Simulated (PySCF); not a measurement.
GaHBr₂, SMILES [GaH]([Br])[Br]. Atoms are numbered in the order given.

```xyz
4

Ga     0.0000     0.0000    -0.8134
H      0.0000     0.0000    -2.3597
Br     0.0000    -1.9180     0.3940
Br     0.0000     1.9180     0.3940
```
Charge 0, spin multiplicity 1.

Geometry optimised at ωB97X-D3(BJ)/def2-SVP. The structure was generated by enumeration; whether it is a known compound was not checked.

All values below come from PBE/def2-TZVPD (PySCF).

Isolated molecule, no solvent.

```json
{
  "total_energy": "-7072.80898 hartree",
  "point_group": "C2v",
  "highest_occupied_level": "-7.26 eV",
  "lowest_empty_level": "-2.64 eV",
  "orbital_gap": "4.62 eV",
  "dipole_moment": "0.275 e·Å",
  "quadrupole, principal values (traceless, Buckingham form, about the centre of nuclear charge)": "-4.37, 1.18, 3.19 D·Å",
  "mean_static_polarisability": "76.1 bohr³ (11.27 Å³)",
  "polarisability_principal_values": "56.5, 73.8, 97.9 bohr³"
}
```
